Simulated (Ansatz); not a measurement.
Diatomic NiAs, multiplicity 4 (lowest of 2S+1 = 2, 4, 6 at PBE0/def2-TZVPP; our sources give no spin for the ground state, which may be another). No spin–orbit coupling. Ni is treated without relativity. As is treated without relativity.

Constants: fifth-degree fit in 1/R to seven points, most abundant isotopes. In def2 and cc sets the state is the lowest found near the PBE0 minimum, followed along R.

Programs: Ansatz (a quantum-chemistry and plane-wave program). Each number belongs to the level named beside it.

Energies at PBE0/def2-TZVPP:

```
R (Å)        E (hartree)
--------  --------------
2.074443  -3743.65056773
2.130208  -3743.65418705
2.181511  -3743.65590188
2.239506  -3743.65637274
2.297502  -3743.65562722
2.364419  -3743.65362193
2.442489  -3743.65015930
```

Problem. With a reduced mass of 32.6713 u, find the minimum, the force constant and the constants.

Solution. A fifth-degree polynomial in 1/R puts the minimum at r_e = 2.2306 Å with force constant 163 N/m. Then ω_e = (1/2πc)√(k/μ) = 291 cm⁻¹ and B_e = h/(8π²cμr_e²) = 0.1037 cm⁻¹; the cubic and quartic terms give α_e = 0.00052 and ω_e x_e = 1.0 cm⁻¹.
